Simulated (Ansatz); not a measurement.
`N[Si](O)([SiH3])Cl` + `COCS` → `COCS[SiH3]` + `N[SiH](O)Cl`  (cleavage of the Si–Si bond)

Computed with Ansatz on PBE0-D4/def2-TZVP structures; ΔE is electronic, products minus reactants. CBS: MP2 limit from def2 TZ/QZ plus the TZ coupled-cluster correction, frozen cores. This one scheme is used for every species. Functionals use def2-TZVPP. B3LYP here is the variant with VWN-RPA as its local correlation; programs differ in this. Each species was taken in one conformer, which may not be the lowest.

Q: Is it downhill or uphill in electronic energy at CCSD(T)/CBS, and by how much? (Estimate.)

A: Computed: Downhill: ΔE = -67.8 kJ/mol.

Q: What do these levels give: PBE-D4, r2SCAN-D4, B3LYP-D4, PBE, PBE0, B3LYP, MP2/def2-TZVPP, SCS-MP2/def2-TZVPP, CCSD/def2-TZVPP, CCSD(T)/def2-TZVPP, HF/CBS(def2), MP2/CBS(def2)? (An estimate is asked.)

A: The calculation gave: PBE-D4 -52.9, r2SCAN-D4 -63.8, B3LYP-D4 -61.9, PBE -52.2, PBE0 -57.7, B3LYP -61.0, MP2/def2-TZVPP -75.7, SCS-MP2/def2-TZVPP -74.2, CCSD/def2-TZVPP -66.2, CCSD(T)/def2-TZVPP -66.1, HF/CBS(def2) -73.7, MP2/CBS(def2) -77.5 kJ/mol.

Largest T1 diagnostic among the species: 0.012.

From PBE to PBE0 (25 % exact exchange), in def2-TZVPP and without D4, ΔE moves by −5.5 kJ/mol.
